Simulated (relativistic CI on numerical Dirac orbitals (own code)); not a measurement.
Computed by Dirac-Coulomb-Breit CI, orbitals from a KLI potential per configuration, model QED (radiative potential, 1s self-energy scaled to tabulated hydrogen-like ionisation energies), unscaled Slater integrals (own radial code, finite nucleus).

The strongest absorption lines from the ground level of an ion, among the configurations computed and to levels below about 141 eV (vacuum wavelength in nm, gf): 8.9869 (0.35), 9.0945 (0.099), 9.1631 (0.058), 9.8853 (0.17), 10.046 (0.14), 10.153 (0.18), 10.284 (0.11), 10.462 (0.13).

Task: Which ion is it?
A. Kr¹⁶⁺
B. Kr¹⁴⁺
C. Ge¹⁰⁺
D. Zr¹⁸⁺

Result: B. Kr¹⁴⁺ has 22 electrons and the ground level 3s2 3p6 3d4 5D_0; the strongest line goes to 3s2 3p5 3d5 5P°_1. The pattern of lines fixes the number of electrons, and along that sequence the line energies rise steadily with the charge (about as its square where n changes within one kind of shell, about linearly where n is kept but much faster in heavy ions where fine structure, which grows about as Z⁴, sets the gap, and irregularly where shells cross), which fixes Z. Configurations outside the model, such as inner-shell arrays, can give stronger lines. At this charge energies of transitions that change n are usually good to better than 1 %, and those within a shell (Δn = 0) to a few per cent. Terms inside the open d or f shell come out 10 to 20 % too wide with unscaled integrals.

LS names give the leading component of a level, which can be under half, so a name can repeat, a term be missing and a line seem to break the LS rules.
